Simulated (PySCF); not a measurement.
# C₆ coefficients of unlike pairs at PBE

Calculated with PySCF 2.14 from the dipole response of each species, C₆(A,B) = (3/π) ∫ α_A(iu) α_B(iu) du, in atomic units, from isotropic polarisabilities. For ions this is the dispersion term alone; charge-induced terms of lower order in 1/R come first.

| species | configuration | basis | relativity | α (bohr³) | C₆ (like pair) |
| --- | --- | --- | --- | --- | --- |
| Sc⁺ | [Ar] 3d1 4s1 (3D) | x2c-TZVPPall with one added diffuse shell each of s, p, d, f type (7s6p5d3f1g) | spin-free X2C | 59.59 | 406.0 |
| Re²⁺ | [Xe] 4f14 5d5 (6S) | aug-cc-pwCVTZ-PP with ECP60MDF (8s8p7d4f3g) | core potential | 12.40 | 76.70 |
| Ne³⁺ | [He] 2s2 2p3 (4S) | aug-cc-pwCVTZ (7s6p4d2f) | none | 0.6910 | 0.6133 |
| Be⁺ | [He] 2s1 (2S) | aug-cc-pVQZ with one added diffuse shell each of s, p, d, f, g type (7s6p5d4f3g) | none | 21.67 | 57.85 |

Task: Estimate C₆ for Be⁺ with Ne³⁺.

Result: The integral gives 3.488. The combination rule 2 C_A C_B / (C_A α_B/α_A + C_B α_A/α_B) gives 3.367 and the geometric mean 5.957.

No spin-orbit coupling is included.

The other pairs:

| pair | C₆ |
| --- | --- |
| Ne³⁺, Sc⁺ | 9.855 |
| Be⁺, Re²⁺ | 53.12 |
| Re²⁺, Sc⁺ | 144.6 |
| Be⁺, Sc⁺ | 152.8 |
| Ne³⁺, Re²⁺ | 6.340 |
